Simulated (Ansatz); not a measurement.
H8Ge3, charge +1, doublet, geometry from GFN2-xTB (a state made from the parent by changing its charge; the spin is typed, not shown lowest). Base run: PBE0/3-21G in Ansatz (a quantum-chemistry and plane-wave program).

Input for Ansatz:
Ansatz 0.2 input:
```yaml
crystal:
  periodic: [false, false, false]
  atoms:
    - {symbol: Ge, position_ang: [1.78528735, 0.89057051, -0.00960923]}
    - {symbol: Ge, position_ang: [0.20523170, -1.06507805, -0.09894082]}
    - {symbol: Ge, position_ang: [-1.98637688, 0.15301116, 0.10655313]}
    - {symbol: H, position_ang: [3.14142879, 0.25081347, -0.12721442]}
    - {symbol: H, position_ang: [1.45956116, 1.79025496, -1.16840369]}
    - {symbol: H, position_ang: [1.57640542, 1.58274076, 1.30781361]}
    - {symbol: H, position_ang: [0.43853625, -2.08396324, 1.00690875]}
    - {symbol: H, position_ang: [0.32611648, -1.88430689, -1.37554266]}
    - {symbol: H, position_ang: [-2.09250684, 1.09563826, -1.05900460]}
    - {symbol: H, position_ang: [-1.97566258, 0.88812406, 1.41721270]}
    - {symbol: H, position_ang: [-3.00642831, -0.95141696, 0.06213160]}
basis:
  gaussian:
    orbitals: 3-21G.json
hamiltonian:
  xc: pbe0
total_charge: 1
magnetization: {spin_polarized: true, initial_magnetization: 1}
```
The basis file holds 3-21G in the JSON format of the Basis Set Exchange.

Variants of this job, named by their change:

| change | basis functions | E (Eh) | core-seconds (rough) |
|---|---|---|---|
| base | 85 | -6204.53170 | 5 |
| basis = STO-3G | 62 | -6163.12281 | 6 |
| basis = def2-SV(P) | 112 | -6233.88943 | 8 |
| basis = pc-1 | 121 | -6234.44877 | 10 |
| basis = cc-pVDZ | 121 | -6234.59395 | 10 |
| basis = pcseg-1 | 121 | -6233.97497 | 10 |
| basis = 6-31G** | 145 | -6233.85731 | 10 |
| basis = def2-SVPD | 178 | -6233.90958 | 20 |
| basis = aug-pcseg-1 | 180 | -6233.98301 | 20 |
| basis = def2-TZVP | 192 | -6234.69260 | 20 |
| basis = def2-TZVPD | 234 | -6234.69473 | 30 |
| basis = pc-2 | 241 | -6234.82125 | 30 |
| basis = cc-pVTZ | 241 | -6234.80903 | 20 |

Totals compare only among sets that treat the same electrons; sets with core potentials leave the core out.
